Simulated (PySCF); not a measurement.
## Electron correlation in Zr²⁷⁺ (zirconium, charge +27)

Starting occupation: [Ne] 3s2 3p1, 3p3/2 with m_j = +3/2. All numbers are calculated (PySCF 2.14, X2C-1e with screened-nucleus spin-orbit coupling, Gaussian nucleus, in an even-tempered Gaussian basis (19 s from 4 bohr⁻², ratio 2.4; 13 p from 5.2 bohr⁻², ratio 2.4; 5 d from 19 bohr⁻², ratio 2.6; 4 f from 28 bohr⁻², ratio 2.6)). Frozen: 1s2; 11 electrons correlated; the 50 highest virtual spinors left out.

MP2 pair energies summed by pair of shells (mhartree):

```tsv
pair	energy	share (%)
2p1/2-2p3/2	-94.85	20.7
2p3/2-2p3/2	-89.40	19.5
3s1/2-3s1/2	-60.85	13.3
2p3/2-2s1/2	-39.26	8.6
3p3/2-3s1/2	-37.13	8.1
2p3/2-3s1/2	-32.24	7.0
2p1/2-2p1/2	-22.59	4.9
2p1/2-2s1/2	-20.38	4.4
2p1/2-3s1/2	-15.97	3.5
2p3/2-3p3/2	-14.64	3.2
2s1/2-2s1/2	-10.67	2.3
2s1/2-3s1/2	-7.97	1.7
2p1/2-3p3/2	-7.82	1.7
2s1/2-3p3/2	-4.40	1.0
```

Total MP2 correlation energy: -458.19 mhartree.

At this charge the one-electron X2C treatment keeps the bare 1/r₁₂, with no two-electron picture change or Breit term. The effect here is smaller than on the frozen 1s shell.
